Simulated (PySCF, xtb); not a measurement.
thionyl fluoride (F2OS), SMILES O=S(F)F.

Harmonic wavenumbers (cm⁻¹) from GFN2-xTB (xtb 6.7.1) at its own minimum, in rising order: 253, 322, 411, 616, 694, 1304.

### Question
What does PBE0-D3(BJ)/def2-TZVP run with PySCF give at its own minimum? (An estimate is asked for; the answer gives what the named calculation found.)

### Answer
374, 395, 533, 760, 827, 1372. Paired by order, the mean absolute difference is 110 cm⁻¹ and the zero-point energies are 5.1 and 6.1 kcal/mol.
